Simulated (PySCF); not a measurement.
# Electronic absorption of C6H11OPSi2

C6H11OPSi2.
Structure used (PBE0-D3(BJ)/def2-SVP), in Å, numbered top down from 1:
```xyz
21
C6H11OPSi2 angstrom
C      3.481    1.280    0.582
C      3.486    0.322   -0.389
O      2.329   -0.360   -0.387
C      1.537    0.150    0.602
Si    -0.157   -0.591    0.847
C     -1.191   -0.662   -0.737
C     -2.652   -0.919   -0.347
Si    -3.205    0.273    1.030
P     -1.345    0.699    2.287
C      2.212    1.167    1.226
H      4.283    1.979    0.809
H      4.220    0.023   -1.134
H     -0.061   -1.968    1.427
H     -0.805   -1.426   -1.433
H     -1.082    0.312   -1.245
H     -3.334   -0.843   -1.211
H     -2.767   -1.945    0.046
H     -4.283   -0.332    1.868
H     -3.710    1.568    0.475
H     -1.039    1.879    1.537
H      1.839    1.763    2.057
```

Method used: TDDFT PBE0/def2-SVPD, vertical, gas phase, core orbitals frozen in the response in PySCF 2.14.0, density-fitted response routines.

| state | E (eV) | ν̃ (cm⁻¹) | f | main configurations (H = HOMO, L = LUMO) |
| --- | --- | --- | --- | --- |
| S1 | 5.63 | 45390 | 0.148 | H→L (66%), H→L+1 (18%) |
| S2 | 5.73 | 46180 | 0.061 | H-1→L (46%), H-1→L+1 (33%), H→L (18%) |
| S3 | 5.89 | 47500 | 0.199 | H→L+1 (75%), H→L (13%) |
| S4 | 6.09 | 49090 | 0.016 | H-1→L+1 (54%), H-1→L (37%) |
| S5 | 6.13 | 49410 | 0.0064 | H→L+2 (81%) |
| S6 | 6.29 | 50770 | 0.0049 | H→L+3 (80%) |
| S7 | 6.45 | 52040 | 0.0087 | H-1→L+2 (66%), H-2→L (10%), H-2→L+1 (9%) |
| S8 | 6.48 | 52250 | 0.026 | H-1→L+3 (93%) |
| S9 | 6.60 | 53220 | 0.0095 | H-3→L (38%), H→L+8 (20%), H-2→L (13%) |
| S10 | 6.75 | 54410 | 0.0052 | H→L+5 (54%), H→L+4 (30%) |

Triplets, Tamm–Dancoff:

```json
{"state": "T1", "E (eV)": "3.82", "λ (nm)": "324.7", "main configurations (H = HOMO, L = LUMO)": "H→L (76%), H→L+1 (16%)"}
{"state": "T2", "E (eV)": "5.23", "λ (nm)": "237.2", "main configurations (H = HOMO, L = LUMO)": "H-3→L (33%), H→L+8 (21%), H-2→L (11%)"}
{"state": "T3", "E (eV)": "5.25", "λ (nm)": "236.2", "main configurations (H = HOMO, L = LUMO)": "H-1→L+1 (52%), H-1→L (24%)"}
{"state": "T4", "E (eV)": "5.62", "λ (nm)": "220.5", "main configurations (H = HOMO, L = LUMO)": "H-1→L+2 (52%), H→L+1 (17%)"}
```

The lowest singlet comes at 220 nm (543 kJ/mol) in the ultraviolet; it is of moderate strength; its leading configuration is HOMO→LUMO (66%). The most intense listed level is S3 at 5.89 eV (211 nm, f = 0.199), 0.26 eV above S1. Löwdin shares by element: HOMO carbon 78% or more (atoms not listed hold the other 22%); LUMO carbon 41% or more, oxygen 12% (atoms not listed hold the other 47%). Weighted by f, the mean energy of these states is 5.87 eV. The oscillator strengths of these states sum to 0.485; summed over the whole spectrum of an exact calculation they would give the number of electrons, 98 (Thomas–Reiche–Kuhn). Of the 10 states listed, 5 reach f = 0.01 and none stays under 0.0005. The vertical ionisation energy (ΔSCF) is 8.44 eV, 1.69 eV above S10. Only the lowest 10 singlets were computed, as vertical energies without vibronic structure.

One conformer stands for the species.
